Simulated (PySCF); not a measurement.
`InChI=1S/C8H8FN/c1-2-6-3-4-8(10)7(9)5-6/h2-5H,1,10H2`

Molfile (atoms numbered from 1):
```
C8H8FN
     RDKit          3D

 18 18  0  0  0  0  0  0  0  0999 V2000
   -3.3108    0.3609   -0.1456 C   0  0  0  0  0  0  0  0  0  0  0  0
   -2.3449   -0.5227    0.0808 C   0  0  0  0  0  0  0  0  0  0  0  0
   -0.9116   -0.2803    0.0384 C   0  0  0  0  0  0  0  0  0  0  0  0
   -0.0313   -1.3329    0.2987 C   0  0  0  0  0  0  0  0  0  0  0  0
    1.3361   -1.1610    0.2731 C   0  0  0  0  0  0  0  0  0  0  0  0
    1.8983    0.0844   -0.0108 C   0  0  0  0  0  0  0  0  0  0  0  0
    3.2521    0.3057    0.0250 N   0  0  0  0  0  0  0  0  0  0  0  0
    1.0035    1.1283   -0.2695 C   0  0  0  0  0  0  0  0  0  0  0  0
    1.5240    2.3529   -0.5638 F   0  0  0  0  0  0  0  0  0  0  0  0
   -0.3595    0.9696   -0.2534 C   0  0  0  0  0  0  0  0  0  0  0  0
   -3.1149    1.3894   -0.3951 H   0  0  0  0  0  0  0  0  0  0  0  0
   -4.3482    0.0800   -0.0880 H   0  0  0  0  0  0  0  0  0  0  0  0
   -2.6174   -1.5418    0.3283 H   0  0  0  0  0  0  0  0  0  0  0  0
   -0.4326   -2.3102    0.5248 H   0  0  0  0  0  0  0  0  0  0  0  0
    1.9931   -1.9942    0.4762 H   0  0  0  0  0  0  0  0  0  0  0  0
    3.5836    1.1518   -0.4087 H   0  0  0  0  0  0  0  0  0  0  0  0
    3.8523   -0.4965   -0.0590 H   0  0  0  0  0  0  0  0  0  0  0  0
   -0.9807    1.8230   -0.4699 H   0  0  0  0  0  0  0  0  0  0  0  0
  1  2  2  0
  2  3  1  0
  3  4  1  0
  4  5  2  0
  5  6  1  0
  6  7  1  0
  6  8  2  0
  8  9  1  0
  8 10  1  0
 10  3  2  0
  1 11  1  0
  1 12  1  0
  2 13  1  0
  4 14  1  0
  5 15  1  0
  7 16  1  0
  7 17  1  0
 10 18  1  0
M  END
```

Computed, not measured: PySCF, GIAO HF/pcSseg-1 magnetisability, rotational g tensor and spin-rotation constants, non-relativistic, gas phase. Geometry: GFN2-xTB.

Task: Give the nuclear spin-rotation constants along the inertial axes (H = +C I·J) beside the isotropic shieldings.

Result: Rotational constants 2.7605, 0.9234, 0.6922 GHz. A star marks the isotopologue with that one atom substituted, in its own axes.
| atom | isotope | Caa (kHz) | Cbb (kHz) | Ccc (kHz) | mean (kHz) | σ (ppm) |
| --- | --- | --- | --- | --- | --- | --- |
| N7 | 14N | 0.101 | 0.055 | 0.032 | 0.062 | 218.2 |
| F9 | 19F | 2.163 | 0.646 | 0.126 | 0.979 | 374.7 |
| H11 | 1H | -0.197 | 0.058 | -0.077 | -0.072 | 26.1 |
| H12 | 1H | 0.245 | -0.098 | -0.078 | 0.023 | 26.8 |
| H13 | 1H | -0.131 | 0.049 | -0.078 | -0.053 | 25.4 |
| H14 | 1H | -0.124 | 0.049 | -0.075 | -0.050 | 24.9 |
| H15 | 1H | -0.176 | 0.058 | -0.074 | -0.064 | 25.2 |
| H16 | 1H | -0.162 | -0.017 | -0.075 | -0.085 | 28.2 |
| H17 | 1H | -0.190 | -0.014 | -0.078 | -0.094 | 28.7 |
| H18 | 1H | -0.166 | 0.070 | -0.071 | -0.056 | 23.9 |
| C1 | 13C* | 1.118 | 0.293 | 0.076 | 0.496 | 78.2 |
| C2 | 13C* | 1.221 | 0.353 | 0.097 | 0.557 | 49.8 |
| C3 | 13C* | 1.284 | 0.329 | 0.062 | 0.558 | 62.4 |
| C4 | 13C* | 1.053 | 0.408 | 0.077 | 0.513 | 56.6 |
| C5 | 13C* | 0.928 | 0.375 | 0.076 | 0.460 | 74.5 |
| C6 | 13C* | 1.287 | 0.358 | 0.083 | 0.576 | 47.7 |
| C8 | 13C* | 0.991 | 0.414 | 0.146 | 0.517 | 37.7 |
| C10 | 13C* | 0.973 | 0.387 | 0.068 | 0.476 | 71.5 |

For the geometry as given, no vibrational averaging.
